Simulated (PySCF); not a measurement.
C3H2BrOP.
Z-matrix (Å and degrees, PBE0-D3(BJ)/def2-SVP geometry), rows numbered from 1:
```
Br
C   1  1.8576
C   2  1.3576  1  129.28
P   3  1.7822  2  110.09  1  -179.83
C   4  1.7083  3   87.39  2    -0.04
O   2  1.3393  1  115.03  3  -179.94
H   3  1.0888  2  123.44  1     0.14
H   5  1.0900  4  130.74  3   179.90
```

Computed with PySCF at B3LYP/def2-SVPD, non-relativistic, on one gas-phase PBE0-D3(BJ)/def2-SVP geometry that isn't relaxed in the solvent. The solvent is an IEF-PCM continuum (van der Waals radii × 1.2), and excitations are vertical TDDFT with non-equilibrium linear response and a frozen core. Specific hydrogen bonds and non-electrostatic terms are outside this model. Spin–orbit coupling is left out although an atom past zinc is present.

Gas-phase singlets (H = HOMO, L = LUMO):

```csv
state,E (eV),λ (nm),f,leading configuration
S1,5.028,247,0.066,H→L 88%
S2,5.094,243,0.000,H→L+1 98%
S3,5.604,221,0.044,H→L+2 57%
S4,5.747,216,0.009,H-2→L 95%
S5,6.129,202,0.002,H→L+3 61%
```

Problem. How does the list change in acetonitrile (ε = 35.69)?

Solution. 
| state | E (eV) | λ (nm) | f | leading configuration | change by rank (eV) |
| --- | --- | --- | --- | --- | --- |
| S1 | 4.986 | 249 | 0.086 | H→L 90% | -0.042 |
| S2 | 5.112 | 243 | 0.000 | H→L+1 98% | +0.018 |
| S3 | 5.594 | 222 | 0.052 | H→L+2 58% | -0.010 |
| S4 | 5.769 | 215 | 0.012 | H-2→L 95% | +0.022 |
| S5 | 6.150 | 202 | 0.008 | H→L+3 66% | +0.021 |

Problem. How do the frontier levels move from gas to acetonitrile?

Solution. 
```csv
orbital,gas (eV),solvent (eV),change (eV),"Löwdin shares, gas","Löwdin shares, solvent"
LUMO+2,-0.29,-0.19,+0.10,"C3 30 %, C2 26 %, P4 18 %, Br1 11 %","C3 30 %, C2 26 %, P4 18 %, Br1 11 %"
LUMO+1,-0.66,-0.54,+0.12,"Br1 59 %, C2 21 %, P4 9 %","Br1 59 %, C2 21 %, P4 9 %"
LUMO,-1.42,-1.32,+0.10,"P4 35 %, C5 31 %, O6 16 %, C3 7 %","P4 36 %, C5 31 %, O6 16 %, C3 7 %"
HOMO,-6.76,-6.67,+0.09,"C5 29 %, P4 19 %, Br1 19 %, C2 15 %","C5 29 %, P4 19 %, Br1 18 %, C2 15 %"
HOMO-1,-7.95,-7.86,+0.09,"C3 31 %, P4 24 %, O6 13 %, C2 12 %","C3 31 %, P4 24 %, O6 13 %, C2 12 %"
HOMO-2,-8.18,-8.14,+0.04,"P4 47 %, Br1 29 %, C3 9 %, C5 6 %","P4 49 %, Br1 26 %, C3 10 %, C5 6 %"
HOMO-3,-8.85,-8.82,+0.03,"Br1 57 %, P4 22 %, C2 7 %, O6 5 %","Br1 59 %, P4 20 %, C2 7 %, O6 5 %"
```

The HOMO–LUMO gap goes from 5.34 to 5.35 eV.
